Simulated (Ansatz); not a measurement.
`B[SiH](C)C` + `B[NH][GaH2]` → `C[SiH](C)[NH][GaH2]` + `BB`  (redistribution)

Isolated molecules relaxed with PBE0-D4/def2-TZVP in Ansatz; ΔE leaves out vibrations. CCSD(T)/CBS is the MP2 limit (def2-TZVPP, def2-QZVPP) plus CCSD(T) − MP2 in def2-TZVPP, frozen cores. DFT in def2-TZVPP. For Ga outer-core shells are correlated without core-valence functions, which leaves a few kJ/mol of doubt a bond. Scalar relativity is left out up to krypton. Each species was taken in one conformer, which may not be the lowest.

`B[SiH](C)C`:

Cartesian coordinates in Å:
```
B 1.987 -0.365 0.366
Si -0.020 -0.326 0.269
C -0.778 1.257 0.939
C -0.700 -0.708 -1.440
H 2.639 -1.055 -0.365
H 2.590 0.247 1.202
H -0.395 -1.455 1.188
H -0.514 2.112 0.311
H -1.868 1.188 0.970
H -0.421 1.461 1.951
H -0.297 -1.650 -1.818
H -0.434 0.079 -2.151
H -1.789 -0.786 -1.421
```

`B[NH][GaH2]`:

Cartesian coordinates in Å:
```
B -0.995 1.009 -0.010
N 0.312 0.517 0.085
Ga 0.792 -1.270 -0.038
H -1.209 2.187 0.082
H -1.895 0.234 -0.186
H 1.048 1.194 0.232
H -0.369 -2.281 -0.266
H 2.316 -1.590 0.100
```

`C[SiH](C)[NH][GaH2]`:

Cartesian coordinates in Å:
```
C 1.090 -0.381 1.796
Si 0.662 0.387 0.145
C 0.844 -0.863 -1.227
N -0.955 1.008 0.151
Ga -2.403 0.638 -0.905
H 0.971 0.339 2.610
H 0.444 -1.237 2.008
H 2.129 -0.725 1.808
H 1.629 1.504 -0.089
H 0.172 -1.714 -1.089
H 1.869 -1.244 -1.241
H 0.637 -0.426 -2.207
H -1.138 1.711 0.855
H -2.240 -0.427 -2.033
H -3.711 1.431 -0.580
```

`BB`:

Z-matrix (Å, degrees):
```
B
B 1 1.628
H 1 1.201 2 122.2
H 1 1.201 2 122.0 3 -180.0
H 2 1.201 1 122.1 3 90.0
H 2 1.201 1 122.2 3 -90.1
```

```tsv
level	ΔE (kJ/mol)
PBE-D4	48.5
ωB97X-V	45.4
PBE	53.1
CCSD/def2-TZVPP	48.3
CCSD(T)/def2-TZVPP	49.3
HF/def2-QZVPP	45.2
MP2/def2-QZVPP	44.8
HF/CBS(def2)	45.0
```

Question: What does CCSD(T)/CBS give? (Estimate.)

Answer: Computed: +45.2 kJ/mol. The listed levels differ from it by 3.3, 0.2, 7.9, 3.1, 4.1, 0.0, -0.4, -0.2 kJ/mol.

Largest T1 diagnostic among the species: 0.013.

The D4 term adds −7.4 kJ/mol with B3LYP and −4.2 kJ/mol with PBE0; it sums over pairs of atoms, weighted by their polarisabilities, and B3LYP, whose exchange is more repulsive, gets the larger term.

B3LYP here is the variant with VWN-RPA as its local correlation; programs differ in this.
